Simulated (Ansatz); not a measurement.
**Ligand exchange: C2H7GeN + SiH2(CH3)(OH) → C2H6GeO + SiH2(CH3)(NH2)**

Species: C2H7GeN `C[CH2][Ge][NH2]`, singlet; SiH2(CH3)(OH), singlet; C2H6GeO `C[CH2][Ge][OH]`, singlet; SiH2(CH3)(NH2), singlet. The partners trade NH2 for OH: Ge–NH2 and Si–OH bonds give way to Ge–OH and Si–NH2.

Shapes, held fixed at every level: PBE0-D4/def2-TZVP. Flexible molecules stand in one conformer, not always the lowest. Programs: Ansatz 0.2.0. The zero-point and thermal change to 298 K, harmonic and unscaled (PBE0-D4/def2-TZVP), is -1.8 kJ/mol.

```json
{"level": "PBE-D4/def2-TZVPP", "kind": "GGA", "ΔH(298 K) (kJ/mol)": "+24.8", "less CCSD(T)/def2-TZVPP": "-7.6", "CPU time (sum over the molecules)": "28 s"}
{"level": "B3LYP-D4/def2-TZVPP", "kind": "global hybrid", "ΔH(298 K) (kJ/mol)": "+28.5", "less CCSD(T)/def2-TZVPP": "-3.9", "CPU time (sum over the molecules)": "49 s"}
{"level": "BHLYP-D4/def2-TZVPP", "kind": "global hybrid", "ΔH(298 K) (kJ/mol)": "+31.4", "less CCSD(T)/def2-TZVPP": "-1.0", "CPU time (sum over the molecules)": "35 s"}
{"level": "wB97M-V/def2-TZVPP", "kind": "range-separated hybrid", "ΔH(298 K) (kJ/mol)": "+27.4", "less CCSD(T)/def2-TZVPP": "-5.0", "CPU time (sum over the molecules)": "98 s"}
{"level": "B2PLYP/def2-TZVPP", "kind": "double hybrid", "ΔH(298 K) (kJ/mol)": "+30.2", "less CCSD(T)/def2-TZVPP": "-2.2", "CPU time (sum over the molecules)": "48 s"}
{"level": "MP2/def2-SVP", "kind": "perturbation theory", "ΔH(298 K) (kJ/mol)": "+31.0", "less CCSD(T)/def2-TZVPP": "-1.4", "CPU time (sum over the molecules)": "–"}
{"level": "CCSD/def2-TZVPP", "kind": "coupled cluster or CI", "ΔH(298 K) (kJ/mol)": "+33.0", "less CCSD(T)/def2-TZVPP": "+0.6", "CPU time (sum over the molecules)": "–"}
{"level": "CCSD(T)/def2-TZVPP", "kind": "coupled cluster or CI", "ΔH(298 K) (kJ/mol)": "+32.4", "less CCSD(T)/def2-TZVPP": "0.0", "CPU time (sum over the molecules)": "13 min"}
```

The highest level, CCSD(T)/def2-TZVPP, gives ΔH(298 K) = +32.4 kJ/mol; the levels span +24.8 to +33.0. The column of differences is taken from that level and isn't an error. No measured value is set beside it here. Relativity is left out for Ge unless named. Correlated rows may include outer-core shells of Ge, which these sets cover unevenly. Times are processor times on shared x86 and Arm servers, and rough.
